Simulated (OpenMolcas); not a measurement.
## Re: effect of the basis set

* Program: OpenMolcas 26.06
* Method: SS-CASPT2, IPEA 0.25 Eh, imaginary shift 0.1 Eh (closed shells correlated: 5s 5p 6s)
* Active space: 5 electrons in 5 orbitals (5d)
* State averaging: 2S+1 = 6 even, 1 root; 2S+1 = 4 even, 24 roots; 2S+1 = 2 even, 75 roots (67 in the spin-orbit step)
* Spin-orbit coupling: state interaction with AMFI integrals over the reference wave functions, term energies averaged over their components

A. ANO-R1 [7s5p4d2f], X2C, finite nucleus; CASPT2 step about 17 core-seconds
B. ANO-RCC-VDZP [7s6p4d2f1g], DKH2, point nucleus; CASPT2 step about 24 core-seconds
C. ANO-R2 [8s6p5d3f1g], X2C, finite nucleus; CASPT2 step about 17 core-seconds
D. ANO-RCC-VTZP [8s7p5d3f2g1h], DKH2, point nucleus; CASPT2 step roughly 50 core-seconds
E. ANO-R3 [10s7p6d4f2g1h], X2C, finite nucleus; CASPT2 step roughly 70 core-seconds
F. ANO-RCC-VQZP [9s8p6d4f3g2h], DKH2, point nucleus; CASPT2 step of the order of 100 core-seconds

Energies in cm-1 above 5d5 6s2 6S 5/2, the measured ground level; measured values from NIST Handbook of Basic Atomic Spectroscopic Data.

```csv
Level,A,B,C,D,E,F,Measured
5d5 6s2 6S 5/2,0.0,0.0,0.0,0.0,0.0,0.0,0.0
5d5 6s2 4G 7/2 [66 %],18710,19150,17050,17390,16490,16650,15058
5d5 6s2 4G 11/2,19590,20090,17980,18300,17390,17550,16307
5d5 6s2 4G 9/2,20000,20490,18400,18730,17820,17990,16619
5d5 6s2 4P 1/2 [57 %],20410,20830,19090,19410,18630,18810,
5d5 6s2 4D 7/2 [71 %],22500,22890,20740,21120,20200,20380,
5d5 6s2 4D 1/2 [60 %],24780,25200,23250,23590,22750,22940,
5d5 6s2 2I 11/2,28500,29230,26300,26750,25480,25680,
5d5 6s2 2I 13/2,30720,31480,28470,28940,27600,27830,
5d5 6s2 4F 3/2 [52 %],36020,36630,34100,34550,33470,33720,
5d5 6s2 2F 5/2(2) [54 %],36640,37190,34190,34700,33310,33620,
5d5 6s2 2H 11/2 [74 %],39760,40610,37730,38160,36910,37120,
5d5 6s2 2S 1/2,41350,41840,38470,39260,37780,38180,
5d5 6s2 2D 3/2(2),45810,46470,42850,43610,42060,42400,
5d5 6s2 2D 5/2(2) [72 %],48010,48690,45240,45930,44410,44760,
5d5 6s2 2G 9/2(2),51570,52200,47820,48630,46860,47140,
5d5 6s2 2G 7/2(2),52540,53170,48880,49670,47910,48200,
```

Deviations, from unrounded energies. A percentage is the sum of absolute deviations over the sum of measured energies, with the sign that they share, or ± where signs differ.

| Against measurement | Levels | A | B | C | D | E | F |
| --- | --- | --- | --- | --- | --- | --- | --- |
| mean absolute deviation (cm-1) | 3 | 3400 | 3900 | 1800 | 2100 | 1200 | 1400 |
| other terms of the ground configuration (%) | 3 | +21.5 | +24.5 | +11.4 | +13.4 | +7.7 | +8.7 |

E lies closest to measurement on these levels and B furthest from it. The largest miss of E in the table is 5d5 6s2 4G 7/2 [66 %], by +1400 cm-1. The ranking rests on the paired levels alone, and a cruder setting can come out closer through cancelling errors.

The two smallest mean deviations differ by little beside CASPT2's spread within terms, so their order carries little weight.

Among A to F the level of the table that moves most is 5d5 6s2 2G 9/2(2), by 5300 cm-1 (lowest in E, highest in B). Moves below CASPT2's spread within the term are not significant.

CASPT2 does not keep the components of a term degenerate, so their means are used; among the terms shown or strongly mixed into the levels shown the widest spread is 920 cm-1 (5d5 6s2 2F(2), D). Some high roots are left out of the spin-orbit mixing, which shifts the levels that they would mix with. With the s shell closed, the reference lacks s² → p², s² → d² and s → d mixing, so excited terms can stand far too high and out of order, with CASPT2 too. The CASPT2 spread within a term exceeds the gap to the next term for 5d5 6s2 2F(1) and 5d5 6s2 4F, so the order of their levels is uncertain, and so are names and mixing where such terms share a J (figures for B; the like holds for C, D, E, F). Some terms miss by over 15 % even with CASPT2, which points to a basis or an active space too small for the shells correlated (holds for A; B; D). Measured partners are found by configuration, term and J. A level has none where our copy of the source lacks it or the pairing is in doubt (some pairs that miss far off the trend of their configuration count as doubtful), and it then counts in no deviation. Only configurations of the active space appear. Levels that lie high or do not pair safely by name in every column are left out.

A share in square brackets marks a mixed level and gives the weight of the term that names it, the lowest over the columns. A number in round brackets counts repeated terms of one configuration in the order of the reference energies.
